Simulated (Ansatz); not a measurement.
`O=C=[N][In]([F])[F]` + H–F → `[F][In]([F])[F]` + `N=C=O` at 700 K and 1 bar (ligand exchange at the In–N bond).

Isolated molecules relaxed with PBE0-D4/def2-TZVP in Ansatz; ΔE leaves out vibrations. CCSD(T)/CBS adds triple-zeta CCSD(T) − MP2 to the extrapolated MP2 energy (def2 sets, frozen cores). This one scheme is used for every species. Elements past krypton have def2 core potentials. For In outer-core shells are correlated without core-valence functions, which leaves a few kJ/mol of doubt a bond. One conformer a species, not always the lowest.

| species | CCSD(T)/CBS energy (Eh) | H − E (kJ/mol) | S (J/(mol·K)) |
| --- | --- | --- | --- |
| `O=C=[N][In]([F])[F]` | -557.39754 | 109.0 | 472.1 |
| H–F | -100.39570 | 45.2 | 198.5 |
| `[F][In]([F])[F]` | -489.26665 | 60.7 | 374.4 |
| `N=C=O` | -168.51995 | 89.3 | 283.6 |

H − E and S are ideal-gas, rigid-rotor, harmonic terms from PBE0-D4/def2-TZVP, for one conformer and one mirror image of each species. 1 Eh = 2625.50 kJ/mol, R = 8.31446 J/(mol·K).

Q: By hand: ΔE, ΔH, ΔS and ΔG.

A: ΔE = (-489.26665) + (-168.51995) − (-557.39754) − (-100.39570) = 0.00664 Eh = 17.4 kJ/mol. Δ(H − E) = 60.7 + 89.3 − 109.0 − 45.2 = -4.2, so ΔH = 13.2 kJ/mol. ΔS = 374.4 + 283.6 − 472.1 − 198.5 = -12.6 J/(mol·K). ΔG = 13.2 − 700 × (-12.6)/1000 = 22.0 kJ/mol.

Q: By hand: the equilibrium constant, and the temperature at which ΔG would vanish if ΔH and ΔS stayed fixed.

A: log₁₀ K = −ΔG/(RT ln 10) = -1.6. ΔH and −TΔS have one sign here, so there is no such temperature.

TΔS isn't small against ΔH here. A doubt of 5 kJ/mol in ΔE shifts log₁₀ K by 0.4 here. Other conformers and mirror images would add mixing entropy, several J/(mol·K) or more a flexible species. Modes under 60 cm⁻¹, often nearly free rotors, make the harmonic entropy too high. These are equilibria of isolated gas molecules and say nothing of rates. Largest T1 diagnostic: 0.018 (customary marks: 0.02 for closed shells, 0.045 for open ones).

ΔS is within the doubt of such terms, so its sign, and with it that verdict, could turn.
